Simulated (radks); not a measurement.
The numbers below are computed, except where a source is named.
Task: The sulfur anion S-, [Ne] 3s2 3p5, held by a Watson sphere: a shell of charge +1 at radius R that stands for the Madelung well of a crystal (potential energy -1/R inside, -1/r outside, in hartree with lengths in bohr). Level of theory: scalar-relativistic Kohn-Sham, LB94 model potential, spin-polarised, spherical densities, finite nucleus; open shells are filled with parallel spins first; Fermi nuclear charge, rms radius of each element as measured or else 0.836 A^(1/3) + 0.57 fm (a radial shooting solver on a logarithmic mesh with Libxc functionals). Response by self-consistent Sternheimer equations with the Hartree and adiabatic LDA kernel, the relativistic mass of each level held fixed and spin-orbit coupling left out. The sphere does not respond.

| R (bohr) | e(3s down) (eV) | e(3p up) (eV) | e(3p down) (eV) | <r> 3p (bohr) | sum of <r^2> (bohr^2) | X-ray form factor at sin(theta)/lambda = 0.3 1/angstrom | alpha (bohr^3) |
|---|---|---|---|---|---|---|---|
| 1.96 | -22.147 | -12.453 | -12.073 | 2.056 | 34.07 | 9.088 | 21.64 |
| 2.21 | -21.642 | -12.066 | -11.696 | 2.092 | 35.15 | 9.071 | 23.46 |
| 2.81 | -20.527 | -11.094 | -10.744 | 2.164 | 37.35 | 9.064 | 28.28 |
| 3 | -20.207 | -10.793 | -10.448 | 2.182 | 37.92 | 9.066 | 29.85 |
| 3.25 | -19.810 | -10.411 | -10.071 | 2.202 | 38.58 | 9.068 | 31.90 |
| 3.27 | -19.779 | -10.382 | -10.042 | 2.203 | 38.62 | 9.069 | 32.06 |
| 3.53 | -19.396 | -10.006 | -9.670 | 2.221 | 39.21 | 9.071 | 34.11 |
| 3.65 | -19.229 | -9.840 | -9.505 | 2.228 | 39.44 | 9.072 | 35.02 |

Estimate the row for R = 4.26 bohr.

Result: e(3s down) (eV) -18.460; e(3p up) (eV) -9.072; e(3p down) (eV) -8.741; <r> 3p (bohr) 2.255; sum of <r^2> (bohr^2) 40.40; X-ray form factor at sin(theta)/lambda = 0.3 1/angstrom 9.076; alpha (bohr^3) 39.24.
